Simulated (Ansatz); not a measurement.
# Which method gave which barrier?

Saddle point of C2H8Ge, closed shell (C₂H₈Ge ([CH3][GeH2][CH3]) → CH₄Ge ([CH2][GeH2]) + CH₄; bonds formed: C2–H4; bonds broken: Ge1–C2, C3–H4), PBE0-D4/def2-TZVP structure:

Ge1  (-0.356, -0.585, -0.821)
C2  (0.948, 1.042, 0.122)
C3  (-1.104, -0.969, 0.841)
H4  (0.044, 0.234, 0.715)
H5  (-1.001, 0.352, -1.862)
H6  (0.834, -1.348, -1.441)
H7  (0.525, 1.996, 0.445)
H8  (1.822, 0.774, 0.718)
H9  (1.289, 1.177, -0.913)
H10  (-0.840, -1.940, 1.255)
H11  (-2.161, -0.732, 0.940)
(Å)

Ansatz 0.2.0; basis: def2-TZVPP, with def2-QZVPP for the basis limit; cores frozen in the correlated methods. Filled d shells of the heavier atoms are correlated. The def2 sets are not built for correlating such inner shells, so the correlated values are less sure here. Extrapolation: Hartree–Fock as exp(−7.88 √X), correlation as X^−2.97. Four methods, as single points on the PBE0-D4 structures, gave these electronic barriers from the start structure: 387.6, 398.5, 420.0, 481.9 kJ/mol.

Question: The methods were, in alphabetical order, BLYP-D4, HF, MP2, r2SCAN-D4. Which gave which? (Judge from chemistry; the calculation decides.)

Answer: Computed: BLYP-D4 387.6; r2SCAN-D4 398.5; MP2 420.0; HF 481.9 kJ/mol. For comparison, CCSD(T) at an estimated basis limit (MP2 extrapolated from triple and quadruple zeta, plus CCSD(T) − MP2 in triple zeta) gives 416.6 kJ/mol.

T1 diagnostic: at most 0.013. The restricted Hartree–Fock reference is unstable towards an unrestricted one at one or more of these structures. A large double-excitation amplitude points to some diradical character; no triplet was computed.

Labels in which every atom is bracketed show which atoms are joined, not bond orders.

For scale, one of the runs: CCSD(T)/def2-TZVPP, 222 basis functions, launched by `ansatz run in.yaml --threads 4 --pin off --events-out ev --progress --plain --max-ram 9574MiB`. Hardware: 4 CPU threads of an Arm Neoverse V2, shared host. Wall time 96 s; peak host memory 3.5 GiB.
